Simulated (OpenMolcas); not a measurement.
**Multiplet structure of Mo2+**

```
Program             : OpenMolcas 26.06
Method              : MS-RASPT2, IPEA 0.25 Eh, imaginary shift 0.1 Eh (closed shells correlated: 4s)
Basis               : ANO-RCC-VTZP [7s6p4d2f1g]
Scalar Hamiltonian  : DKH2, point nucleus
Active space        : 10 electrons in 8 orbitals (RAS1 4p, at most 2 holes; RAS2 4d)
State averaging     : 2S+1 = 5 even, 5 roots; 2S+1 = 3 even, 45 roots; 2S+1 = 1 even, 50 roots
Spin-orbit coupling : RASSI with atomic mean-field integrals over the reference wave functions, term energies averaged over their components
```

Spin-free terms above the lowest, with the occupations of the reference:

| Configuration | Term | E (cm-1) | Occupations |
| --- | --- | --- | --- |
| 4d4 | 5D | 0.0 | 4p 5.98 4d 4.02 |
| 4d4 | 3H | 13310 | 4p 5.99 4d 4.01 |
| 4d4 | 3P(1) | 13440 | 4p 5.98 4d 4.02 |
| 4d4 | 3F(1) | 14590 | 4p 5.98 4d 4.02 |
| 4d4 | 3G | 16100 | 4p 5.99 4d 4.01 |
| 4d4 | 1I | 19650 | 4p 5.99 4d 4.01 |
| 4d4 | 3D | 20000 | 4p 5.98 4d 4.02 |
| 4d4 | 1G(1) | 20550 | 4p 5.98 4d 4.02 |
| 4d4 | 1S(1) | 23260 | 4p 5.98 4d 4.02 |
| 4d4 | 1D(1) | 23600 | 4p 5.98 4d 4.02 |
| 4d4 | 1F | 27450 | 4p 5.98 4d 4.02 |
| 4d4 | 3P(2) | 33130 | 4p 5.98 4d 4.02 |
| 4d4 | 3F(2) | 33150 | 4p 5.98 4d 4.02 |
| 4d4 | 1G(2) | 37610 | 4p 5.98 4d 4.02 |
| 4d4 | 1D(2) | 49950 | 4p 5.98 4d 4.02 |
| 4d4 | 1S(2) | 64390 | 4p 5.97 4d 4.03 |

With spin-orbit coupling, above the lowest level:

```
Configuration   Term  J  E (cm-1)  Measured (cm-1)  Term weight %    Second
          4d4     5D  0       0.0              0.0             98          
          4d4     5D  1       244              242             99          
          4d4     5D  2       678              668             99          
          4d4     5D  3      1248             1224            100          
          4d4     5D  4      1917             1872             99          
          4d4  3P(1)  0     12530            11149             96   3 1S(1)
          4d4     3H  4     13780            12680             88      6 3G
          4d4  3P(1)  1     13800            12510             98          
          4d4     3H  5     14350            13276             94      6 3G
          4d4     3H  6     14860            13811             98      2 1I
          4d4  3F(1)  3     15400            13948             75     25 3G
          4d4  3F(1)  2     15460            13929             98          
          4d4  3P(1)  2     15710            14358             97      2 3D
          4d4  3F(1)  4     15710            14296             77     13 3G
          4d4     3G  3     17280            15871             75  25 3F(1)
          4d4     3G  4     17690            16283             79  14 3F(1)
          4d4     3G  5     18070            16714             94      6 3H
          4d4     1I  6     21100            20290             98      2 3H
          4d4     3D  3     21110            19488             98          
          4d4     3D  2     21220            19577             92   6 1D(1)
          4d4     3D  1     21550                              99          
          4d4  1G(1)  4     22370            20612             92   4 3F(1)
          4d4  1S(1)  0     24840            22990             97   3 3P(1)
          4d4  1D(1)  2     25230            22806             91      5 3D
          4d4     1F  3     28740                              96   2 3F(2)
          4d4  3P(2)  2     33870                              98          
          4d4  3F(2)  4     34450                              98          
          4d4  3F(2)  2     34580                              99          
          4d4  3F(2)  3     34720                              97      3 1F
          4d4  3P(2)  1     35170                             100          
          4d4  3P(2)  0     35860                              99          
          4d4  1G(2)  4     39050            36164             98          
          4d4  1D(2)  2     51320                             100          
          4d4  1S(2)  0     65780                             100
```

Against the 23 measured excited levels shown (Sugar and Musgrove, J. Phys. Chem. Ref. Data 17, 155 (1988)) the mean absolute deviation is 1300 cm-1; the largest miss in energy is 4d4 1G4(2): computed 39050, measured 36164 cm-1 (+8.0 %), and the largest in proportion 4d4 3P0(1) (+12.4 %).

Spin-orbit coupling puts the lowest level 1325 cm-1 below the lowest spin-free term.

A least-squares Racah fit to the terms below 60000 cm-1, each weighted by 2L + 1 and with a free common offset, gives B = 593 cm-1 and C = 2566 cm-1 (C/B = 4.33), with an rms deviation of 454 cm-1.

For 5D the intervals divided by the larger J are 243.7, 216.9, 190.0, 167.3 cm-1. Landé's interval rule makes them equal in pure LS coupling; they differ by 37 % of their mean. The multiplet is regular.

CASPT2 breaks the degeneracy within a term, and the mean is taken; among the terms shown or strongly mixed into the levels shown the widest spread is 1800 cm-1 (4d4 1I). Active for correlation alone: 4p; no level in the range computed is led by a configuration that opens it, so any true level of that kind is missing. The CASPT2 spread within a term exceeds the gap to the next term for 4d4 3H and 4d4 3P(1), 4d4 1I and 4d4 3D, 4d4 3P(2) and 4d4 3F(2), so the order of their levels is uncertain, and so are names and mixing where such terms share a J. Measured partners are found by configuration, term and J. A level has none where our copy of the source lacks it or the pairing is in doubt (some pairs that miss far off the trend of their configuration count as doubtful), and it then counts in no deviation. Levels of configurations outside the active space are missing. The first state left out of the spin-orbit step lies near 590000 cm-1 above the lowest spin-free state of the reference (among the parities and spins computed), and the list stops at four fifths of that energy or lower.

The CASPT2 steps took 58 s on 1 thread of AMD EPYC 9R45 96-Core Processor (Zen 5), on a shared host; the integral step is not counted.

The term weight is that of the spin-free term in the level, not the purity of its configuration. A number in round brackets counts repeated terms of one configuration in the order of the reference energies.
